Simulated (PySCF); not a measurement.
Compound: CH7BClPSi.
Geometry (PBE0-D3(BJ)/def2-SVP, Å), atoms numbered from 1 in this order:
```xyz
12
CH7BClPSi angstrom
C      4.242   -1.384    1.117
B      2.907   -1.477    1.920
Cl     2.616   -2.913    2.919
P      1.602   -0.104    2.008
Si    -0.312   -1.273    1.788
H      4.389   -0.429    0.594
H      4.259   -2.197    0.369
H      5.103   -1.569    1.781
H      1.725    0.444    0.700
H     -1.351   -0.322    1.290
H     -0.209   -2.426    0.845
H     -0.700   -1.769    3.139
```

Jobs on this species (12 atoms, 64 electrons) with PySCF (density fitting). Hardware of each: one thread of an Arm Neoverse V2, shared host. Other jobs ran on the host; a repeat could differ by tens of per cent or more. Peak memory is the resident size of the whole Python process, interpreter and libraries included.

| level and settings | work | basis functions | SCF cycles | wall time | peak memory |
| --- | --- | --- | --- | --- | --- |
| delta-SCF UKS SCAN, def2-TZVP on the ionised atom, pcseg-1 elsewhere, spin-free X2C | ΔSCF core ionisation, 8 holes | 136 | ? | ? | ? |
| delta-SCF UKS HF, pcX-2 on the ionised atom, pcseg-1 elsewhere, spin-free X2C | ΔSCF core ionisation, 8 holes | 159 | ? | ? | ? |
| delta-SCF UKS SCAN, pcX-2 on the ionised atom, pcseg-1 elsewhere, spin-free X2C | ΔSCF core ionisation, 8 holes | 159 | 113 | 41 s | 0.61 GiB |
| delta-SCF UKS PBE, pcX-2 on the ionised atom, pcseg-1 elsewhere, spin-free X2C | ΔSCF core ionisation, 8 holes | 159 | 111 | 26 s | 0.60 GiB |
| PBE0-D3(BJ)/def2-SVP, grid level 1 | geometry optimisation from a GFN2-xTB start shaken at random | 117 | 70 | 57 s | 0.51 GiB |
| delta-SCF UKS SCAN, pcX-2 on the ionised atom, pcseg-1 elsewhere, non-relativistic | ΔSCF core ionisation, 8 holes | 159 | 110 | 39 s | 0.60 GiB |
| delta-SCF UKS SCAN, pcX-1 on the ionised atom, pcseg-1 elsewhere, spin-free X2C | ΔSCF core ionisation, 8 holes | 139 | 112 | 34 s | 0.54 GiB |
| delta-SCF UKS PBE0, pcX-2 on the ionised atom, pcseg-1 elsewhere, spin-free X2C | ΔSCF core ionisation, 8 holes | 159 | 99 | 54 s | 0.66 GiB |

**Question.** Fill in the missing figures.

**Answer.** 
- delta-SCF UKS SCAN, def2-TZVP on the ionised atom, pcseg-1 elsewhere, spin-free X2C; ΔSCF core ionisation, 8 holes: 38 s, 0.54 GiB, 111 SCF cycles
- delta-SCF UKS HF, pcX-2 on the ionised atom, pcseg-1 elsewhere, spin-free X2C; ΔSCF core ionisation, 8 holes: 64 s, 0.54 GiB, 212 SCF cycles

**Question.** What do all jobs in the table cost together?

**Answer.** About 5.9 min; the longest takes about 18 % of that, and about 2.5 times as long as the shortest.
